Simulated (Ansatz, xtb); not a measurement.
**C3H7B2F3: which of two isomers lies lower**

Structure X: `BCBCC(F)(F)F`, a singlet. Structure Y: `B[C@H](BC)C(F)(F)F`, a singlet. Both are isolated molecules in the gas phase, relaxed with B3LYP-D3(BJ)/def2-SVP; each stands in its lowest conformer found.

Quicker runs give these differences E(Y) − E(X): GFN2-xTB −1.47 kcal/mol; HF/STO-3G +0.03 kcal/mol (at GFN2-xTB geometries); r2SCAN-D4/def2-SVP −1.18 kcal/mol (at GFN2-xTB geometries).

Estimate E(Y) − E(X) at the level CCSD(T)/def2-SVP + ΔMP2/def2-TZVPP.

Too close to call at this level: CCSD(T)/def2-SVP + ΔMP2/def2-TZVPP gives E(Y) − E(X) = −0.59 kcal/mol.

How the difference moves with the method:

| level | geometry | E(Y) − E(X) (kcal/mol) | departure from the last row (kcal/mol) | job, with rough time for the two |
| --- | --- | --- | --- | --- |
| GFN2-xTB | GFN2-xTB | −1.47 | −0.88 | optimisation, 0.39 s |
| HF/STO-3G | GFN2-xTB | +0.03 | +0.61 | single point, 0.4 s |
| r2SCAN-D4/def2-SVP | GFN2-xTB | −1.18 | −0.59 | single point, 4.2 s |
| B3LYP-D3(BJ)/def2-SVP | B3LYP-D3(BJ)/def2-SVP | −1.20 | −0.61 | optimisation, 1.9 min |
| HF/def2-SVP | B3LYP-D3(BJ)/def2-SVP | +0.39 | +0.98 | part of the CCSD(T) run |
| MP2/def2-SVP | B3LYP-D3(BJ)/def2-SVP | −0.91 | −0.32 | part of the CCSD(T) run |
| CCSD(T)/def2-SVP | B3LYP-D3(BJ)/def2-SVP | −0.83 | −0.24 | single point |
| CCSD(T)/def2-SVP + ΔMP2/def2-TZVPP | B3LYP-D3(BJ)/def2-SVP | −0.59 |  | single point, 1.9 min |

As drawn, both hold the same kinds of bond in the same numbers. Structure X has 0 methyl groups, Y 1.

The largest departure from CCSD(T)/def2-SVP + ΔMP2/def2-TZVPP is that of HF/def2-SVP, 0.98 kcal/mol. The last row adds to CCSD(T) the change of the MP2 difference between the two basis sets, here +0.24 kcal/mol.

With thermal terms from frequencies at re-optimised GFN2-xTB minima (ideal gas, soft modes damped towards free rotors, one conformer each, 298.15 K, 1 atm): on the last row, ΔE + ΔZPE = −0.80, ΔH = −0.78, ΔG = −0.47 kcal/mol.

The correlated steps freeze 8 core orbitals. Mirror images aren't counted in ΔG. Run with Ansatz 0.2.0, xtb 6.7.1; the last row on 4 threads of Arm Neoverse V1 on a shared host.
